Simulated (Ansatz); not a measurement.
Mulliken charges of `O[CH]1[S][GeH2]1` from ωB97M-V/def2-TZVPP in Ansatz (PBE0-D4/def2-TZVP geometry).

| atom | x (Å) | y (Å) | z (Å) | charge (e) |
| --- | --- | --- | --- | --- |
| O1 | -0.835 | 0.284 | -1.522 | -0.272 |
| C2 | -0.459 | 0.556 | -0.212 | -0.053 |
| S3 | -1.445 | -0.349 | 1.020 | -0.189 |
| Ge4 | 0.715 | -0.675 | 0.761 | 0.116 |
| H5 | -0.212 | 0.721 | -2.110 | 0.176 |
| H6 | -0.382 | 1.619 | 0.016 | 0.140 |
| H7 | 1.611 | -0.229 | 1.918 | 0.036 |
| H8 | 1.099 | -1.984 | 0.074 | 0.046 |

**Question.** By hand: the dipole of these point charges (1 e Å = 4.8032 D).

**Answer.** Σ q r = (0.625, 0.135, 0.024) e Å, of length 0.640 e Å = 3.07 D.

**Question.** How does the dipole of the full density compare? (Estimate.)

**Answer.** Computed: (0.625, 0.210, -0.133) e Å, 3.23 D; the point charges give 0.95 times that, at 15° from its direction.

Point charges leave out the atoms' own dipoles, such as those of lone pairs, and Mulliken's split depends on the basis, so the close match here is no proof of good charges.
